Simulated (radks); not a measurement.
Values are calculated unless marked as measured or tabulated.
Coulomb parameter of the 5d shell of the tantalum ion Ta3+ in the model configuration [Xe] 4f14 5d1 6p1, as a second difference U = [E(n + 0.25) + E(n - 0.25) - 2 E(n)] / (0.25)^2 with all orbitals relaxed. "Bare": the charge of the atom changes with n. "Screened": the 6p shell takes up the change at fixed total charge, which measures U(5d,5d) + U(6p,6p) - 2 U(5d,6p). Level of theory: scalar-relativistic Kohn-Sham, BLYP, spin-unpolarised, spherical densities, finite nucleus; Fermi nuclear charge, rms radius 5.3507 fm (a radial shooting solver on a logarithmic mesh with Libxc functionals).

case	configuration	E - E(n) (eV)
start	[Xe] 4f14 5d1 6p1	0.000
bare +0.25	[Xe] 4f14 5d1.25 6p1	-7.760
bare -0.25	[Xe] 4f14 5d0.75 6p1	8.493
screened +0.25	[Xe] 4f14 5d1.25 6p0.75	-2.569
screened -0.25	[Xe] 4f14 5d0.75 6p1.25	2.682

U(bare) = 11.732 eV, U(screened by 6p) = 1.800 eV, against the Slater integral F0(5d,5d) = 13.749 eV with frozen orbitals.
